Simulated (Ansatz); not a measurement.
Ansatz (a program for electronic structure) input (B3LYP-D3(BJ)/def2-TZVP):

Ansatz 0.2 input:
```yaml
crystal:
  periodic: [false, false, false]
  atoms:
    - {symbol: C, position_ang: [2.98942964, 0.14641800, -0.03457455]}
    - {symbol: C, position_ang: [1.66518794, -0.42652694, 0.45326291]}
    - {symbol: C, position_ang: [0.47993675, 0.29191178, -0.19146598]}
    - {symbol: C, position_ang: [-0.85508600, -0.28086293, 0.29927504]}
    - {symbol: C, position_ang: [-2.01090696, 0.44494196, -0.35337461]}
    - {symbol: O, position_ang: [-3.29041112, -0.10602199, 0.18126809]}
    - {symbol: H, position_ang: [3.08376759, 0.03449847, -1.11173848]}
    - {symbol: H, position_ang: [3.81873813, -0.37264491, 0.43636678]}
    - {symbol: H, position_ang: [3.06430161, 1.20283921, 0.21001106]}
    - {symbol: H, position_ang: [1.60376311, -0.32501207, 1.53797653]}
    - {symbol: H, position_ang: [1.62045246, -1.49036873, 0.21334803]}
    - {symbol: H, position_ang: [0.54556155, 0.18990545, -1.27593702]}
    - {symbol: H, position_ang: [0.53157057, 1.35435771, 0.04945064]}
    - {symbol: H, position_ang: [-0.91403785, -0.17049039, 1.38269418]}
    - {symbol: H, position_ang: [-0.89159878, -1.34501370, 0.05369459]}
    - {symbol: H, position_ang: [-1.99179309, 0.33309780, -1.43915742]}
    - {symbol: H, position_ang: [-2.01737362, 1.50251581, -0.08686649]}
    - {symbol: H, position_ang: [-3.25580616, -1.08713765, 0.14646516]}
    - {symbol: H, position_ang: [-4.06717541, 0.24012572, -0.30623545]}
basis:
  gaussian:
    orbitals: def2-TZVP
hamiltonian:
  xc: b3lyp
  dispersion: d3bj
total_charge: 1
relax: {f_tol: 0.002, max_steps: 150}
```

End of the output:

```
mean field evaluation 64: about -7439.7960 eV, gradient 7.1e-1 eV
mean field -7439.75922803 eV, -273.4061087801 hartree, gradient 1.7e-5 eV, S^2 0.000000; 0 other end points of the search recorded, 0 dependent functions left out
the calculation of the forces begins
reference -7439.75953744 eV, -273.4061201508 hartree; 25, 25 occupied and 239, 239 virtual orbitals, 1623 factors
relax step   8: F+E_penalty+E_count = -7440.36523858 eV  Δ(F+E_penalty+E_count) = -2.268e-6 eV  max|allowed force component| = 4.527e-4 eV/Å  Δτ_max = 0.0013 Å  (32 SCF iters, accepted)
these checks for a lower state are left out or cut short: starts, cluster_reference, orbital_swaps, neighbouring_geometries, increment
integrals: 0.21 GiB planned
1623 factors; their error is unknown
0.34 GiB of the device are held for the grids
1.49 GiB of device memory are held for the factors and their scratch space
mean field: 1.52 GiB planned
mean field -7439.75923751 eV, -273.4061091287 hartree, gradient 1.7e-5 eV, S^2 0.000000; 0 other end points of the search recorded, 0 dependent functions left out
the calculation of the forces begins
reference -7439.75954693 eV, -273.4061204996 hartree; 25, 25 occupied and 239, 239 virtual orbitals, 1623 factors
relax step   9: F+E_penalty+E_count = -7440.36523989 eV  Δ(F+E_penalty+E_count) = -1.309e-6 eV  max|allowed force component| = 1.060e-3 eV/Å  Δτ_max = 0.0021 Å  (32 SCF iters, accepted)
integrals: 0.21 GiB planned
1623 factors; their error is unknown
0.34 GiB of the device are held for the grids
1.49 GiB of device memory are held for the factors and their scratch space
mean field: 1.52 GiB planned
mean field evaluation 96: about -7439.7592 eV, gradient 7.9e-2 eV
mean field -7439.75923751 eV, -273.4061091287 hartree, gradient 1.7e-5 eV, S^2 0.000000; 1 other end points of the search recorded, 0 dependent functions left out
the calculation of the forces begins
reference -7439.75954693 eV, -273.4061204996 hartree; 25, 25 occupied and 239, 239 virtual orbitals, 1623 factors
Total energy: -7440.36554931 eV, -273.4283906761 hartree
Atom 0 at     3.018799     0.142290    -0.023027 Å, force     0.000039     0.000204    -0.000142 eV/Å
Atom 1 at     1.681428    -0.420497     0.446119 Å, force    -0.000147    -0.000213    -0.000067 eV/Å
Atom 2 at     0.494561     0.298147    -0.197697 Å, force    -0.000313     0.000015    -0.000089 eV/Å
Atom 3 at    -0.850888    -0.274753     0.287985 Å, force     0.000589    -0.000090    -0.000062 eV/Å
Atom 4 at    -1.968788     0.459534    -0.378700 Å, force    -0.000520     0.000259    -0.000005 eV/Å
Atom 5 at    -3.324113    -0.119892     0.175594 Å, force     0.000020    -0.001060    -0.000461 eV/Å
Atom 6 at     3.133567     0.041724    -1.104071 Å, force    -0.000021     0.000020     0.000094 eV/Å
Atom 7 at     3.847113    -0.385477     0.449180 Å, force    -0.000099    -0.000029    -0.000022 eV/Å
Atom 8 at     3.112713     1.200565     0.228120 Å, force     0.000010    -0.000085     0.000026 eV/Å
Atom 9 at     1.604243    -0.336075     1.533834 Å, force    -0.000102     0.000001     0.000020 eV/Å
Atom 10 at     1.625165    -1.487475     0.211507 Å, force     0.000052     0.000007     0.000044 eV/Å
Atom 11 at     0.560693     0.210508    -1.286001 Å, force     0.000026    -0.000046     0.000010 eV/Å
Atom 12 at     0.541277     1.364921     0.038799 Å, force     0.000230     0.000109     0.000043 eV/Å
Atom 13 at    -0.926914    -0.168953     1.372013 Å, force    -0.000301     0.000018     0.000153 eV/Å
Atom 14 at    -0.894329    -1.340224     0.039479 Å, force     0.000025     0.000146    -0.000044 eV/Å
Atom 15 at    -2.028428     0.320518    -1.455331 Å, force     0.000048    -0.000137     0.000100 eV/Å
Atom 16 at    -2.054810     1.504687    -0.096465 Å, force     0.000138     0.000075    -0.000028 eV/Å
Atom 17 at    -3.338053    -1.095105     0.187308 Å, force    -0.000082     0.000742     0.000196 eV/Å
Atom 18 at    -4.124718     0.222090    -0.264183 Å, force     0.000408     0.000063     0.000235 eV/Å
Dipole moment:    -2.138552    -0.121934    -0.253176 e Å
```

It need not be the lowest isomer of its formula.
